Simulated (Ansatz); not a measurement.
`F/C=[C](\F)[AlH2]` + H₂ → `F/C=[CH]/[AlH2]` + H–F at 298.15 K and 1 bar (hydrogenolysis of a C–F bond).

Isolated molecules relaxed with PBE0-D4/def2-TZVP in Ansatz; ΔE leaves out vibrations. CBS: MP2 limit from def2 TZ/QZ plus the TZ coupled-cluster correction, frozen cores. This one scheme is used for every species. Double bonds are as drawn, so ΔE can hold a change between cis and trans.

| species | CCSD(T)/CBS energy (Eh) | H − E (kJ/mol) | S (J/(mol·K)) |
| --- | --- | --- | --- |
| `F/C=[C](\F)[AlH2]` | -519.44452 | 125.2 | 328.8 |
| H₂ | -1.17544 | 35.1 | 130.4 |
| `F/C=[CH]/[AlH2]` | -420.27327 | 142.8 | 308.2 |
| H–F | -100.39570 | 33.5 | 173.6 |

H − E and S are ideal-gas, rigid-rotor, harmonic terms from PBE0-D4/def2-TZVP. The MP2-based limit puts H₂ 0.8 mEh under its directly extrapolated value; such offsets cancel only in part. 1 Eh = 2625.50 kJ/mol, R = 8.31446 J/(mol·K).

**Question.** By hand: ΔE, ΔH, ΔS and ΔG.

**Answer.** ΔE = (-420.27327) + (-100.39570) − (-519.44452) − (-1.17544) = -0.04901 Eh = -128.7 kJ/mol. Δ(H − E) = 142.8 + 33.5 − 125.2 − 35.1 = 16.0, so ΔH = -112.7 kJ/mol. ΔS = 308.2 + 173.6 − 328.8 − 130.4 = 22.6 J/(mol·K). ΔG = -112.7 − 298.15 × (22.6)/1000 = -119.4 kJ/mol.

**Question.** By hand: the equilibrium constant, and the temperature at which ΔG would vanish if ΔH and ΔS stayed fixed.

**Answer.** log₁₀ K = −ΔG/(RT ln 10) = 20.9. ΔH and −TΔS have one sign here, so there is no such temperature.

ΔH outweighs TΔS. A doubt of 5 kJ/mol in ΔE shifts log₁₀ K by 0.9 here. These are equilibria of isolated gas molecules and say nothing of rates. Largest T1 diagnostic: 0.013 (customary marks: 0.02 for closed shells, 0.045 for open ones).
